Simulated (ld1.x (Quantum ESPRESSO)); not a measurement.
**What one change does to a pseudopotential (Ca, TM)**

ld1.x (Quantum ESPRESSO) 7.5 input, shortened:

```
&input
   title='Ca', zed=20., rel=1, dft='PZ', iswitch=3,
   config='[Ar] 3d0 4s2 4p0'
 /
 &inputp
   pseudotype=2, tm=.true., lloc=0,
   nlcc=.false.
 /
3
3P  2  1   6.00   0.00  1.05  1.05  0.0
3D  3  2   0.00   0.00  3.30  3.30  0.0
4S  1  0   2.00   0.00  2.90  2.90  0.0
 &test
   configts(1)='3p6 3d0 4s2 4p0'
 /
```

Change: wave 3p (bound): rc 1.05 bohr becomes 3p (bound): rc 1.58 bohr.

Cutoffs: the cutoffs (Ry, on a coarse ladder) from which the occupation-weighted sum of valence levels, in a spherical-Bessel basis at the reference potential, stays within 10 and 1 mRy of its value at 400 Ry; they do not see the model core or the augmentation charge, which bear on the density cutoff. Errors are all-electron minus pseudo energies relative to the spin-unpolarised reference configuration.

**Question.** What does the change do?

**Answer.** The potential gets softer (60 Ry and 100 Ry → 30 Ry and 55 Ry); the errors of the 9 common tests hardly move; neither file shows a bound ghost. A larger radius leaves more room for a smooth pseudo-wave, so fewer plane waves are needed.

| quantity | base | changed |
| --- | --- | --- |
| cutoff, loose | 60 Ry | 30 Ry |
| cutoff, tight | 100 Ry | 55 Ry |
| bound ghosts | none | none |
| error for 3p6 3d0 4s1 4p0, meV [ΔE 6.46 eV] | +5.1 | +5.1 |
| error for 3p6 3d0 4s0 4p0, meV [ΔE 18.41 eV] | +24 | +24 |
| error for 3p6 3d0 4s1.5 4p0, meV [ΔE 2.57 eV] | +1.0 | +1.0 |
| error for 3p5 3d0 4s2 4p0, meV [ΔE 34.66 eV] | -262 | -270 |
| error for 3p6 3d0 4s0 4p1, meV [ΔE 9.58 eV] | -748 | -748 |
| error for 3p6 3d1 4s1 4p0, meV [ΔE 2.24 eV] | +40 | +40 |
| error for 3p6 3d0 4s1 4p1, meV [ΔE 2.49 eV] | -425 | -425 |
| error for 3p6 3d0 4s1 4p0 (spin-polarised), meV [ΔE 6.25 eV] | +8.9 | +8.9 |
| error for 3p6 3d0 4s1.5 4p0 (spin-polarised), meV [ΔE 2.53 eV] | +1.7 | +1.7 |
| s: phases at 3.62 bohr within 0.05 rad from the reference energy up to (Ry; the scan ends near 5) | 1.2 | 1.2 |
| p: phases at 3.62 bohr within 0.05 rad from the reference energy up to (Ry; the scan ends near 5) | -0.6 | -0.6 |
| d: phases at 3.62 bohr within 0.05 rad from the reference energy up to (Ry; the scan ends near 5) | 0.3 | 0.3 |
